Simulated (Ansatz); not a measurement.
Cd2SCl2, relaxed as a singlet with RKS r2SCAN-D4/def2-SVP in Ansatz, starting from the GFN1-xTB geometry. Force threshold 0.02 eV/Å.

In the def2 sets Cd takes a core potential; there is no spin–orbit coupling. The structure comes from a short search, and lower isomers may exist.

Start:

```xyz
5

Cd   -0.737   -1.177   -0.873
Cd    0.972    0.995    0.840
S     1.488   -0.954   -0.293
Cl   -2.774   -1.816   -1.706
Cl    1.051    2.951    2.032
```

Question: Estimate the energy that the relaxation releases and the steps that it takes.

Answer: 0.11 eV, in 6 steps; 15 s on 4 threads of Arm Neoverse V1 on a shared host. No frequencies were taken in this run, so the end may be a saddle point.

Question: Does the start keep its bonding and symmetry?

Answer: By distances, no bond broke or formed. The bond that changes most is Cd1–S3, from 2.31 to 2.33 Å (atoms count from 1). The end is the same structure that another start reached, the lowest one found. Point group C2v at the start, C2v at the end, both within 0.05 Å.

Question: Predict the relaxed structure.

Answer: 
Cartesian coordinates in Å:
```
Cd -0.691 -1.306 -0.952
Cd 1.157 1.004 0.862
S 1.522 -0.988 -0.292
Cl -2.846 -1.671 -1.627
Cl 0.858 2.961 2.009
```
Bond lengths (bridged metal pairs left out): 2 × Cd–S 2.33 Å; 2 × Cd–Cl 2.29 Å.
